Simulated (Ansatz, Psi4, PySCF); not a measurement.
AlBr3, singlet, at a GFN2-xTB geometry (such geometries of metal compounds can be far from the true shape). Base run: B97M-V/STO-3G in PySCF.

PySCF was given this input:
```python
from pyscf import gto, scf, dft

mol = gto.Mole()
mol.atom = '''
    Al   -0.00000000   -0.00000000    0.00000000
    Br   -1.79907489   -1.33890033   -0.10448629
    Br   -0.01545118    1.98485471   -1.04897808
    Br    1.81452607   -0.64595437    1.15346437
'''
mol.basis = 'sto-3g'
mol.verbose = 4
mol.build()

mf = dft.RKS(mol)
mf.xc = 'b97m_v'
mf.kernel()
```

The same geometry, method and basis name were run in Ansatz (a quantum-chemistry and plane-wave program) and Psi4 and PySCF, at each program's defaults and at the settings that a row names. The base is PySCF at its defaults. Differences at the defaults can come from grids, fitting, cores and function types together.

| code and settings | ΔE vs base (µEh) | basis functions | E (Eh) | SCF cycles |
|---|---|---|---|---|
| PySCF, defaults (exact integrals, its default grid, spherical functions) | 0.0 | 63 | -7877.14242 | 7 |
| Psi4, defaults (density fitting with its default set, its default grid, spherical functions) | -6942 | 63 | -7877.14936 | 6 |
| Ansatz, defaults (factorised integrals, its default grid, spherical functions) | -101 | 63 | -7877.14252 | - |
| PySCF, density fitting with def2-universal-jkfit | … | 63 | … | 7 |
| PySCF, fine grid | -88.1 | 63 | -7877.14251 | 7 |
| Psi4, exact integrals, spherical functions, fine grid | … | 63 | … | 8 |
| Ansatz, high accuracy | -89.1 | 63 | -7877.14251 | - |

What belongs in the gaps?


- PySCF, density fitting with def2-universal-jkfit, ΔE vs base (µEh): -5919
- PySCF, density fitting with def2-universal-jkfit, E (Eh): -7877.14834
- Psi4, exact integrals, spherical functions, fine grid, ΔE vs base (µEh): -242
- Psi4, exact integrals, spherical functions, fine grid, E (Eh): -7877.14266
